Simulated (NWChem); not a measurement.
**Total energies of silylphosphine (H5PSi)**

SMILES: [SiH3]P
```xyz
7

Si    -1.0750     0.0955     0.2241
P      1.1290    -0.0772    -0.3490
H     -1.8516    -0.8869    -0.6096
H     -1.5361     1.4869    -0.1148
H     -1.3593    -0.1700     1.6789
H      1.2981    -1.3190     0.3647
H      1.5638     0.7099     0.7785
```
Charge 0, spin multiplicity 1.

Everything below was run with NWChem. The geometry was optimised at PBE/def2-SVP, a minimum by its harmonic frequencies.

Basis set: cc-pVDZ (61 functions).

```tsv
method	total energy (Ha)	relative cost
RHF	-632.57195	1
MP2	-632.80560	under 3
B2PLYP	-633.56221	4
PBE	-633.51223	under 3
B3LYP	-633.87869	under 3
M06-2X	-633.77466	4
CCSD(T)	-632.86087	30
```

Total energies of different functionals aren't comparable as a measure of quality: only differences taken within one method are. Relative cost: rough, from shared machines, SCF included, RHF = 1.

The correlated methods keep 10 core orbitals frozen. B3LYP has NWChem's definition, with VWN1-RPA local correlation. Coupled-cluster values serve here as a point of comparison, not as the truth.
